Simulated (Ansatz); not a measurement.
Cost and result for the atomization energy of C2H5BrOSi, SMILES `O[Si]1(Br)CC1` (10 atoms, 10 bonds).

```xyz
10

O     1.0599    1.6674    0.7069
Si   -0.1381    0.5930    0.4447
Br   -2.0098    1.2232    1.4356
C    -0.2456   -0.4248   -1.0550
C     0.2659   -1.1591    0.2638
H     0.8599    2.5976    0.5865
H     0.4999   -0.3254   -1.8386
H    -1.2032   -0.7669   -1.4344
H     1.3044   -1.4763    0.2387
H    -0.3934   -1.9287    0.6517
```

Charge 0, multiplicity 1. Correlated methods include outer-core shells of Br, which these sets cover unevenly. Scalar relativity is left out up to krypton. The geometry is a stationary point of PBE0-D4/def2-TZVP. It is one conformer, not always the lowest. Program: Ansatz. All runs use 4 threads of an Arm Neoverse V2 on a shared host. Times are those of one run each, without the atoms' runs, and a repeat can differ threefold. Electronic energies, without spin–orbit coupling; frozen cores. CCSD(T)/CBS adds CCSD(T) − MP2 in def2-TZVPP to the MP2 limit, and its time is that of the two runs behind it. T1 = 0.009. With those shells the extrapolation isn't a true limit. B3LYP takes the VWN-RPA correlation (the form of Gaussian; ORCA's B3LYP/G).

CCSD(T)/CBS is a level of theory with its own doubt, some kJ/mol a heavy atom from the limit and from the frozen cores, so smaller differences don't rank the functionals.

```json
{"level": "PBE-D4/def2-TZVPP (with forces)", "functions": "253", "wall time": "2.2 s"}
{"level": "PBE0-D4/def2-TZVPP", "functions": "253", "wall time": "2.8 s"}
{"level": "r2SCAN-D4/def2-TZVPP (with forces)", "functions": "253", "wall time": "4.6 s"}
{"level": "B3LYP-D4/def2-TZVPP (with forces)", "functions": "253", "wall time": "4.7 s"}
{"level": "B2PLYP/def2-TZVPP", "functions": "253", "wall time": "5.5 s"}
{"level": "ωB97X-V/def2-TZVPP", "functions": "253", "wall time": "7.5 s"}
{"level": "ωB97M-V/def2-TZVPP (with forces)", "functions": "253", "wall time": "11 s"}
{"level": "MP2/def2-QZVPP", "functions": "480", "wall time": "20 s"}
{"level": "CCSD(T)/def2-TZVPP", "functions": "253", "wall time": "3.1 min"}
{"level": "CCSD(T)/CBS(def2)", "functions": "–", "wall time": "3.5 min"}
```

(1) What atomization energy does each give, and how far from CCSD(T)/CBS? (An estimate is asked.)

Results:

(1) Computed: 
| level | atomization (kJ/mol) | difference from CCSD(T)/CBS | per bond |
| --- | --- | --- | --- |
| PBE-D4/def2-TZVPP (with forces) | 3867.1 | 65.1 | 6.5 |
| PBE0-D4/def2-TZVPP | 3804.4 | 2.4 | 0.2 |
| r2SCAN-D4/def2-TZVPP (with forces) | 3814.7 | 12.7 | 1.3 |
| B3LYP-D4/def2-TZVPP (with forces) | 3769.1 | -32.9 | -3.3 |
| B2PLYP/def2-TZVPP | 3740.4 | -61.6 | -6.2 |
| ωB97X-V/def2-TZVPP | 3800.9 | -1.1 | -0.1 |
| ωB97M-V/def2-TZVPP (with forces) | 3801.1 | -0.9 | -0.1 |
| MP2/def2-QZVPP | 3846.1 | 44.1 | 4.4 |
| CCSD(T)/def2-TZVPP | 3691.0 | -111.0 | -11.1 |
| CCSD(T)/CBS(def2) | 3802.0 | 0.0 | 0.0 |

The D4 term adds +38.9 kJ/mol with B3LYP and +20.3 kJ/mol with PBE0; it sums over pairs of atoms, weighted by their polarisabilities, and B3LYP, whose exchange is more repulsive, gets the larger term. From PBE to PBE0 (25 % exact exchange), in def2-TZVPP and without D4, the atomization energy moves by −59.2 kJ/mol: exact exchange takes away binding that semilocal exchange gives to molecules. In def2-TZVPP, CCSD(T) changes the Hartree–Fock value by +943.8 kJ/mol (the triples alone add +61.6 kJ/mol) and MP2 by +1033.4 kJ/mol; breaking electron pairs costs correlation energy, which Hartree–Fock lacks.
